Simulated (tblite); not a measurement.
Compound: C4H9NSSi.
SMILES with atom numbers: `[SiH3:1][S:2][C@H:3]1[CH2:4][CH:5]=[N:6][CH2:7]1` (hydrogens: H8, H9, H10 on Si1; H11 on C3; H12, H13 on C4; H14 on C5; H15, H16 on C7)

Computed with GFN2-xTB (tblite), gas phase: Langevin dynamics at 200 K from the optimised GFN2-xTB geometry, time step 0.5 fs, friction 0.01 fs⁻¹, 2000 steps.

Start geometry:
```
atom  x, y, z in Å
Si1     2.192   -0.186    0.792
S2      1.337   -0.537   -1.144
C3     -0.442   -0.142   -0.938
C4     -1.109   -1.009    0.133
C5     -1.209   -0.034    1.272
N6     -0.976    1.171    0.988
C7     -0.665    1.292   -0.414
H8      1.571   -1.089    1.755
H9      2.000    1.204    1.179
H10     3.582   -0.525    0.546
H11    -0.857   -0.292   -1.932
H12    -0.538   -1.903    0.382
H13    -2.111   -1.321   -0.175
H14    -1.476   -0.327    2.274
H15     0.205    1.935   -0.549
H16    -1.513    1.772   -0.912
```

The statistics below take the 31 frames saved every 25 fs from 250 to 1000 fs; their kinetic temperature (all 3N coordinates) averages 198 K.

Task: Give the mean, spread and extremes of the bond lengths.

Result: 
```json
{"bond": "Si1–S2", "start (Å)": "2.146", "mean (Å)": "2.150", "standard deviation (Å)": "0.034", "shortest (Å)": "2.087", "longest (Å)": "2.252"}
{"bond": "S2–C3", "start (Å)": "1.834", "mean (Å)": "1.835", "standard deviation (Å)": "0.027", "shortest (Å)": "1.780", "longest (Å)": "1.893"}
{"bond": "C3–C4", "start (Å)": "1.531", "mean (Å)": "1.533", "standard deviation (Å)": "0.033", "shortest (Å)": "1.475", "longest (Å)": "1.595"}
{"bond": "C4–C5", "start (Å)": "1.502", "mean (Å)": "1.509", "standard deviation (Å)": "0.022", "shortest (Å)": "1.472", "longest (Å)": "1.557"}
{"bond": "C5=N6", "start (Å)": "1.260", "mean (Å)": "1.261", "standard deviation (Å)": "0.012", "shortest (Å)": "1.240", "longest (Å)": "1.296"}
{"bond": "N6–C7", "start (Å)": "1.441", "mean (Å)": "1.437", "standard deviation (Å)": "0.017", "shortest (Å)": "1.392", "longest (Å)": "1.468"}
{"bond": "C3–C7", "start (Å)": "1.542", "mean (Å)": "1.552", "standard deviation (Å)": "0.044", "shortest (Å)": "1.469", "longest (Å)": "1.663"}
{"bond": "Si1–H8", "start (Å)": "1.459", "mean (Å)": "1.458", "standard deviation (Å)": "0.021", "shortest (Å)": "1.406", "longest (Å)": "1.490"}
{"bond": "Si1–H9", "start (Å)": "1.455", "mean (Å)": "1.458", "standard deviation (Å)": "0.033", "shortest (Å)": "1.396", "longest (Å)": "1.546"}
{"bond": "Si1–H10", "start (Å)": "1.452", "mean (Å)": "1.459", "standard deviation (Å)": "0.025", "shortest (Å)": "1.392", "longest (Å)": "1.515"}
{"bond": "C3–H11", "start (Å)": "1.088", "mean (Å)": "1.098", "standard deviation (Å)": "0.036", "shortest (Å)": "1.033", "longest (Å)": "1.184"}
{"bond": "C4–H12", "start (Å)": "1.090", "mean (Å)": "1.093", "standard deviation (Å)": "0.022", "shortest (Å)": "1.053", "longest (Å)": "1.145"}
{"bond": "C4–H13", "start (Å)": "1.094", "mean (Å)": "1.094", "standard deviation (Å)": "0.027", "shortest (Å)": "1.038", "longest (Å)": "1.155"}
{"bond": "C5–H14", "start (Å)": "1.078", "mean (Å)": "1.081", "standard deviation (Å)": "0.021", "shortest (Å)": "1.044", "longest (Å)": "1.124"}
{"bond": "C7–H15", "start (Å)": "1.091", "mean (Å)": "1.098", "standard deviation (Å)": "0.023", "shortest (Å)": "1.054", "longest (Å)": "1.145"}
{"bond": "C7–H16", "start (Å)": "1.094", "mean (Å)": "1.095", "standard deviation (Å)": "0.025", "shortest (Å)": "1.045", "longest (Å)": "1.150"}
```

Task: How far does each atom move about its mean position (frames aligned on the start, all atoms weighted alike), and what rms force does it feel?

Result: 
| atom | rms displacement (Å) | rms force (eV/Å) |
| --- | --- | --- |
| Si1 | 0.18 | 0.99 |
| S2 | 0.18 | 0.78 |
| C3 | 0.09 | 1.93 |
| C4 | 0.10 | 1.63 |
| C5 | 0.23 | 1.45 |
| N6 | 0.20 | 1.24 |
| C7 | 0.13 | 1.55 |
| H8 | 1.19 | 0.44 |
| H9 | 1.11 | 0.66 |
| H10 | 1.04 | 0.53 |
| H11 | 0.14 | 1.14 |
| H12 | 0.24 | 0.70 |
| H13 | 0.18 | 0.87 |
| H14 | 0.41 | 0.77 |
| H15 | 0.35 | 0.77 |
| H16 | 0.26 | 0.85 |

The displacements run from 0.09 to 1.19 Å, the largest at H8.

Task: Follow the torsion Si1–S2–C3–C4 through every second one of these frames.

Result: 
| t (fs) | Si1–S2–C3–C4 (°) |
| --- | --- |
| 250 | -61 |
| 300 | -74 |
| 350 | -63 |
| 400 | -61 |
| 450 | -55 |
| 500 | -62 |
| 550 | -69 |
| 600 | -62 |
| 650 | -62 |
| 700 | -58 |
| 750 | -60 |
| 800 | -66 |
| 850 | -74 |
| 900 | -79 |
| 950 | -84 |
| 1000 | -89 |

Largest departure from the start value over all these frames: Si1–S2–C3–C4 30° (start -59°).

Task: How widely does the potential energy scatter, against a harmonic estimate?

Result: Mean 0.36 eV above the start, standard deviation 0.072 eV, range 0.23 to 0.54 eV. For 42 classical harmonic modes at 200 K the canonical values are 42kT/2 = 0.36 eV and kT·√(42/2) = 0.079 eV.

The run is classical and short, so these are rough statistics of one trajectory.

The cost below is that of the whole dynamics run. The run took 22 s of wall time on an Arm Neoverse N1 with one thread, on a shared host, and the process peaked at 0.18 GiB of memory.
